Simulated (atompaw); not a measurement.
## What one change does to a pseudopotential (P, PAW (atompaw))

- Element: phosphorus (P)
- Generator: atompaw 4.2.0.5
- Type: PAW
- Functional: LDA (PW92)
- Relativity: scalar-relativistic
- Frozen core: [Ne]
- Valence charge: 5
- Reference configuration: 3s2 3p1 (charge +2)
- Partial waves: 3s (bound): rc 1.65 bohr; 3s channel at -1.75 Ry: rc 1.65 bohr; 3p (bound): rc 1.60 bohr; 3p channel at -1.35 Ry: rc 1.65 bohr
- Local potential: ultrasoft scheme with l = 2 at 0 Ry, radius 1.65 bohr
- Core correction: smooth core density matched at 1.25 bohr
- Augmentation charge: sinc compensation charge, radius 1.20 bohr; PAW radius 1.65 bohr; waves and projectors: custom rrkj vanderbiltortho

Change: all radii scaled by about 1.08 (s 1.78, p 1.72 bohr); local potential ultrasoft scheme with l = 2 at 0 Ry, radius 1.78 bohr; augmentation sinc compensation charge, radius 1.28 bohr; PAW radius 1.78 bohr; waves and projectors: custom rrkj vanderbiltortho; core correction smooth core density matched at 1.34 bohr.

Cutoffs: the cutoffs (Ry, on a coarse ladder) from which the occupation-weighted sum of valence levels, in a spherical-Bessel basis at the reference potential, stays within 10 and 1 mRy of its value at 400 Ry; they do not see the model core or the augmentation charge, which bear on the density cutoff.

Question: What does the change do?

Answer: The potential gets harder (12 Ry and 15 Ry → 18 Ry and 25 Ry); both files keep a bound ghost (p).

```tsv
quantity	base	changed
cutoff, loose	12 Ry	18 Ry
cutoff, tight	15 Ry	25 Ry
loose cutoff by channel (10 mRy a level)	s 6 Ry, p 10 Ry	s 6 Ry, p 18 Ry
bound ghosts	p	p
lowest overlap eigenvalue by channel	s 0.42, p 0.37	s 0.41, p 0.36
```

 A true bound ghost makes a file unfit for plane-wave use even where its test errors are small: the radial tests pick states by their node count and pass the ghost by. The cutoffs see the waves, projectors and local potential, not the compensation charge or the core.
